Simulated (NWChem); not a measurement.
Program: NWChem. System: C$_{2}$H$_{3}$O$_{3}$, charge 0, spin multiplicity 2, at a geometry optimised with UB3LYP/def2-SVP. The structure started from a generated list of species. Its SCF solution wasn't tested for a lower state. Level: UBHandHLYP/def2-TZVP.

Job file:

```
start mol
memory heap 200 mb stack 900 mb global 1100 mb
geometry units angstroms nocenter noautoz
  C     -0.103618    -1.791911     0.000000
  O     -0.747503    -0.507849     0.000000
  C      0.031439     0.556728     0.000000
  O     -0.489364     1.703691     0.000000
  O      1.275180     0.525564     0.000000
  H      0.520092    -1.914966     0.897675
  H      0.520092    -1.914966    -0.897675
  H     -0.913620    -2.530214     0.000000
  symmetry group Cs
end
basis spherical
  * library def2-tzvp
end
dft
  xc bhlyp
  odft
  mult 2
  semidirect memsize 60000000 filesize 0
  iterations 100
end
task dft energy
```

Output (cleaned and shortened):

```
             Northwest Computational Chemistry Package (NWChem) 7.3.0
             --------------------------------------------------------

                                NWChem Input Module
                                -------------------

 Scaling coordinates for geometry "geometry" by  1.889725989
 (inverse scale =  0.529177249)

 Turning off AUTOSYM since
 SYMMETRY directive was detected!

                             Geometry "geometry" -> ""
                             -------------------------

 Output coordinates in angstroms (scale by  1.889725989 to convert to a.u.)

  No.       Tag          Charge          X              Y              Z
 ---- ---------------- ---------- -------------- -------------- --------------
    1 C                    6.0000    -0.10361800    -1.79191100     0.00000000
    2 O                    8.0000    -0.74750300    -0.50784900     0.00000000
    3 C                    6.0000     0.03143900     0.55672800     0.00000000
    4 O                    8.0000    -0.48936400     1.70369100     0.00000000
    5 O                    8.0000     1.27518000     0.52556400     0.00000000
    6 H                    1.0000     0.52009200    -1.91496600     0.89767500
    7 H                    1.0000     0.52009200    -1.91496600    -0.89767500
    8 H                    1.0000    -0.91362000    -2.53021400     0.00000000

 Effective nuclear repulsion energy (a.u.)     174.8188285821

            Nuclear Dipole moment (a.u.)
            ----------------------------
        X                 Y               Z
 ---------------- ---------------- ----------------
    -0.0000113384     0.0000075589     0.0000000000

      Symmetry information
      --------------------

 Group name             Cs
 Group number              2
 Group order               2
 No. of unique centers     7

      Symmetry unique atoms

     1    2    3    4    5    6    8


 Summary of "ao basis" -> "" (spherical)
 ------------------------------------------------------------------------------
       Tag                 Description            Shells   Functions and Types
[...]
    beta     71     72     73     74     75     76     77     78     79     80
 overlap   0.952  0.998  0.999  0.997  0.994  1.000  0.985  0.992  0.986  0.999

   alpha     81     82     83     84     85     86     87     88     89     90
    beta     81     82     83     84     85     86     87     88     89     90
 overlap   1.000  0.998  0.999  0.999  0.981  0.968  0.993  1.000  0.984  0.989

   alpha     91     92     93     94     95     96     97     98     99    100
    beta     91     92     93     94     95     96     97     98     99    100
 overlap   1.000  0.996  1.000  0.999  0.997  0.999  0.999  0.983  0.999  0.983

   alpha    101    102    103    104    105    106    107    108    109    110
    beta    101    102    103    104    105    106    107    108    109    110
 overlap   0.996  1.000  0.929  1.000  0.930  0.997  1.000  0.997  0.895  0.894

   alpha    111    112    113    114    115    116    117    118    119    120
    beta    111    112    114    113    115    117    116    118    119    120
 overlap   0.997  1.000  0.965  1.000  0.993  0.961  1.000  1.000  0.986  0.995

   alpha    121    122    123    124    125    126    127    128    129    130
    beta    121    122    123    124    125    126    127    128    129    130
 overlap   1.000  1.000  0.999  1.000  1.000  1.000  0.999  0.999  0.999  0.998

   alpha    131    132    133    134    135    136    137    138    139    140
    beta    131    132    133    135    134    136    137    138    139    140
 overlap   1.000  1.000  0.883  0.999  0.874  0.989  0.998  0.994  0.999  0.995

   alpha    141    142    143    144    145    146    147    148    149    150
    beta    141    142    143    144    145    146    147    148    149    150
 overlap   0.998  0.998  0.998  0.996  0.999  0.998  0.999  0.995  0.972  0.977

   alpha    151    152    153    154    155    156    157    158    159    160
    beta    152    151    153    154    155    156    157    158    159    161
 overlap   0.960  0.971  0.994  0.987  0.965  0.973  0.987  1.000  0.917  0.992

   alpha    161    162    163    164    165    166    167    168    169    170
    beta    160    162    163    164    165    166    167    168    169    170
 overlap   0.918  0.999  0.997  0.998  0.945  0.943  1.000  1.000  1.000  1.000

   alpha    171    172    173
    beta    171    172    173
 overlap   0.998  0.998  1.000

     --------------------------
     Expectation value of S2:
     --------------------------
      <S2> =      0.7630 (Exact =     0.7500)

 center of mass
 --------------
 x =  -0.00316887 y =   0.15876053 z =   0.00000000

 moments of inertia (a.u.)
 ------------------
         400.526122808799         -22.237552325255           0.000000000000
         -22.237552325255         149.727621387486           0.000000000000
           0.000000000000           0.000000000000         538.653128204715

     Multipole analysis of the density
     ---------------------------------

     L   x y z        total         alpha         beta         nuclear
     -   - - -        -----         -----         ----         -------
     0   0 0 0     -0.000000    -20.000000    -19.000000     39.000000

     1   1 0 0     -0.373149     -0.199652     -0.173486     -0.000011
     1   0 1 0     -1.245578     -1.888303      0.642717      0.000008
     1   0 0 1      0.000000      0.000000     -0.000000      0.000000

     2   2 0 0    -23.763016    -50.743449    -47.442756     74.423189
     2   1 1 0     -0.566426     -5.298638     -6.936093     11.668306
     2   1 0 1     -0.000000     -0.000000      0.000000      0.000000
     2   0 2 0    -19.335598   -124.992935   -117.016550    222.673887
     2   0 1 1     -0.000000     -0.000000     -0.000000      0.000000
     2   0 0 2    -20.229322    -13.063082    -12.921514      5.755273

 Task  times  cpu:       23.3s     wall:       23.3s

 Total times  cpu:       23.3s     wall:       23.3s
```
